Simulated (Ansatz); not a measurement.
Mulliken charges of CH4GeO2S, SMILES `[OH][GeH]1[O]C[S]1` from B3LYP/def2-TZVPP in Ansatz (PBE0-D4/def2-TZVP geometry).

```
atom   x (Å)   y (Å)   z (Å)  charge (e)
  O1   1.062  -1.631  -1.307      -0.394
 Ge2   1.011  -0.267  -0.198       0.647
  O3  -0.286  -0.391   1.041      -0.429
  C4  -1.044   0.747   0.696       0.050
  S5  -0.190   1.489  -0.777      -0.291
  H6   0.221  -1.775  -1.750       0.182
  H7   2.436  -0.169   0.342       0.014
  H8  -2.068   0.475   0.426       0.109
  H9  -1.053   1.476   1.509       0.112
```

By hand: the dipole of these point charges (1 e Å = 4.8032 D).

Σ q r = (0.092, 0.133, 0.103) e Å, of length 0.192 e Å = 0.92 D.

How does the dipole of the full density compare? (Best estimate.)

The calculation gave: (-0.109, 0.085, -0.017) e Å, 0.67 D; the point charges give 1.37 times that, at 91° from its direction.

Point charges leave out the atoms' own dipoles, such as those of lone pairs, and Mulliken's split depends on the basis, so the two needn't agree.

B3LYP here is the variant with VWN-RPA as its local correlation; programs differ in this.
